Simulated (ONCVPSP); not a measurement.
# Which change was made? (N, ONCV)

| Quantity | Value |
| --- | --- |
| Element | N (Z = 7) |
| Generator | ONCVPSP 4.0.1 |
| Type | optimised norm-conserving Vanderbilt (ONCV) |
| Functional | PBE |
| Relativity | scalar-relativistic |
| Frozen core | [He] |
| Valence charge | 5 |
| Reference configuration | 2s2 2p3 |
| Partial waves | 2s: rc 1.00 bohr, ncon 5, nbas 9, qcut 8 1/bohr, 2 projectors, debl 2.8 Ha; 2p: rc 1.30 bohr, ncon 4, nbas 7, qcut 5.7 1/bohr, 2 projectors, debl 1.7 Ha |
| Local potential | polynomial inside 0.90 bohr (lpopt 5, dvloc0 0 Ha) |
| Core correction | Teter function fitted to the true core (icmod 2), fcfact 0.45 |

Cutoffs, loose and tight: the cutoffs (Ha) at which the residual kinetic energy of the hardest occupied pseudo-wave falls to 1 and 0.1 mHa per electron. They do not see the model core or the augmentation charge, which bear on the density cutoff. Test errors are all-electron minus pseudo excitation energies from the reference, over the configurations 2s2 2p2; 2s2 2p1; 2s2 2p0; 2s1 2p0; variants that change the core or the reference have their own tests. The largest error is taken over the tests solved by every variant that gives reliable tests at all, those not shown here included: 2s2 2p0; 2s2 2p1; 2s2 2p2.

The base gives: outcome: generated; cutoff, loose: 73 Ha; cutoff, tight: 89 Ha; bound ghosts: none; GHOST(+) flags above zero: none; largest test error (meV): +754.

Question: After one change the result is: outcome: generated; cutoff, loose: 53 Ha; cutoff, tight: 69 Ha; bound ghosts: none; GHOST(+) flags above zero: none; largest test error (meV): +1018. Which change was it?
A. all radii but the core radius scaled by about 1.12 (s 1.12, p 1.46 bohr); local potential polynomial inside 1.00 bohr (lpopt 5, dvloc0 0 Ha)
B. all radii but the core radius scaled by about 0.86 (s 0.86, p 1.12 bohr); local potential polynomial inside 0.78 bohr (lpopt 5, dvloc0 0 Ha)
C. all radii but the core radius scaled by about 0.78 (s 0.78, p 1.02 bohr); local potential polynomial inside 0.70 bohr (lpopt 5, dvloc0 0 Ha)

Answer: A. The others give: all radii but the core radius scaled by about 0.78 (s 0.78, p 1.02 bohr); local potential polynomial inside 0.70 bohr (lpopt 5, dvloc0 0 Ha) → outcome: generated; cutoff, loose: 124 Ha; cutoff, tight: 329 Ha; bound ghosts: none; GHOST(+) flags above zero: s, p; largest test error (meV): +419 | all radii but the core radius scaled by about 0.86 (s 0.86, p 1.12 bohr); local potential polynomial inside 0.78 bohr (lpopt 5, dvloc0 0 Ha) → outcome: generated; cutoff, loose: 102 Ha; cutoff, tight: 121 Ha; bound ghosts: none; GHOST(+) flags above zero: none; largest test error (meV): +525.
